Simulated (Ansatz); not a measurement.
Geometry optimisation, Ansatz, UKS PBE0-D4/def2-SVP.

Input file:

```yaml
crystal:
  periodic: [false, false, false]
  atoms:
    - { symbol: Si, position_ang: [-0.313847, -0.233183, -0.771993] }
    - { symbol: S, position_ang: [1.314888, -0.962276, 2.197901] }
    - { symbol: H, position_ang: [1.140422, -0.30903, -1.054099] }
    - { symbol: H, position_ang: [-0.906269, -1.448698, -0.16096] }
    - { symbol: O, position_ang: [-0.999227, 0.096202, -2.253634] }
    - { symbol: H, position_ang: [0.438657, 0.067645, 2.075746] }
    - { symbol: O, position_ang: [-0.683356, 1.025374, 0.352108] }
    - { symbol: H, position_ang: [2.358194, -0.184049, 1.832091] }
    - { symbol: H, position_ang: [-1.962898, 0.054195, -2.275521] }
    - { symbol: H, position_ang: [-0.386765, 1.89372, 0.05846] }
magnetization:
  spin_polarized: true
basis:
  gaussian: { orbitals: def2-SVP }
hamiltonian:
  xc: pbe0
  dispersion: d4
relax:
  f_tol: 0.03
  max_steps: 50
```

Launched with:

```bash
$ ansatz run input.yaml --threads 2 --pin off --max-ram 3072MiB --backend cpu --events-out ev --progress --plain --runs-dir out
```

Q: Where does it end, and by what steps?

A: The forces met the threshold. After 8 steps the energy has fallen by 0.056 eV; S2 moved furthest, 0.31 Å.

```
step  energy less start (eV)  largest force component (eV/Å)  accepted
   0                  0.0000                           0.951       yes
   1                 -0.0318                           0.669       yes
   2                 -0.0472                           0.270       yes
   3                 -0.0528                           0.123       yes
   4                 -0.0541                           0.108       yes
   5                 -0.0555                           0.039       yes
   6                 -0.0558                           0.045       yes
   7                 -0.0561                           0.034       yes
   8                 -0.0562                           0.007       yes
```

```xyz
10
Properties=species:S:1:pos:R:3
Si -0.349 -0.235 -0.856
S 1.355 -0.851 2.489
H 1.091 -0.319 -1.208
H -0.896 -1.482 -0.264
O -1.097 0.153 -2.286
H 0.473 0.044 1.984
O -0.618 0.926 0.320
H 2.411 -0.163 2.007
H -2.057 0.109 -2.299
H -0.312 1.816 0.114
```

Time of the run: 20 s on 2 threads of Intel(R) Xeon(R) Platinum 8488C (Sapphire Rapids), on a shared host, peak memory 0.28 GiB.
